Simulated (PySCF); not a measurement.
Br2Pb, SMILES [Br][Pb][Br] (connectivity only; charge and spin as stated), charge +1, multiplicity 2. Atoms are numbered in the order given.

```xyz
3

Pb     0.0000     0.0000     1.0476
Br     0.0000     1.5116    -1.2272
Br     0.0000    -1.5116    -1.2272
```
Charge +1, spin multiplicity 2.

The structure is a stationary point at PBE-D3(BJ)/def2-SVP. The multiplicity is an assumed one; other spin states were not compared. The isomer is the one that the SMILES or the coordinates give; other isomers of the formula were not compared. The def2 effective core potentials stand for the cores of Pb; spin–orbit coupling is left out.

Method: PBE0/def2-TZVPD run with PySCF.

Mulliken values depend strongly on the basis, most of all with diffuse functions as here. ESP charges are fitted to the potential on shells at 1.4 to 2.0 van der Waals radii. Atomic charges (e):

| atom | Mulliken | ESP fit | Mulliken spin |
|---|---|---|---|
| Pb1 | 1.03 | … | -0.05 |
| Br2 | -0.01 | … | 0.52 |
| Br3 | -0.01 | … | 0.52 |

Problem. Some entries are withheld; supply them. (Estimate from the structure and the level; the computed values follow.)

Solution. 
- Pb1, ESP fit: 0.91
- Br2, ESP fit: 0.04
- Br3, ESP fit: 0.04
